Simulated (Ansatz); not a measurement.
BCl, charge +1, doublet, geometry from GFN2-xTB (the spin is typed, not shown lowest). Base run: HF/cc-pVTZ (Ansatz, a program for electronic structure).

Here is a job for Ansatz.
Ansatz 0.2 input:
```yaml
crystal:
  periodic: [false, false, false]
  atoms:
    - {symbol: B, position_ang: [-0.00000000, -0.00000000, -1.16598762]}
    - {symbol: Cl, position_ang: [0.00000000, 0.00000000, 0.34293754]}
basis:
  gaussian:
    orbitals: cc-pVTZ
hamiltonian:
  xc: hf
total_charge: 1
magnetization: {spin_polarized: true, initial_magnetization: 1}
```

The base run was repeated with changes; each row names its change, and settings that it needs were set with it.

| change | basis functions | E (Eh) |
|---|---|---|
| base | 64 | -483.82702 |
| basis = 6-31G | 22 | -483.71756 |
| basis = def2-SV(P) | 32 | -483.63289 |
| basis = 6-31G* | 34 | -483.77938 |
| basis = cc-pV(D+d)Z | 37 | -483.80675 |
| basis = 6-31+G* | 42 | -483.78004 |
| basis = 6-311G** | 45 | -483.80896 |
| basis = def2-SVPD | 47 | -483.63673 |
| basis = 6-311+G(2d,p) | 62 | -483.81585 |
| basis = cc-pV(T+d)Z | 69 | -483.82913 |
| basis = def2-TZVPP | 73 | -483.82119 |
| basis = cc-pVQZ | 114 | -483.83334 |
| basis = def2-QZVPP | 127 | -483.83512 |

Totals compare only among sets that treat the same electrons; sets with core potentials leave the core out.
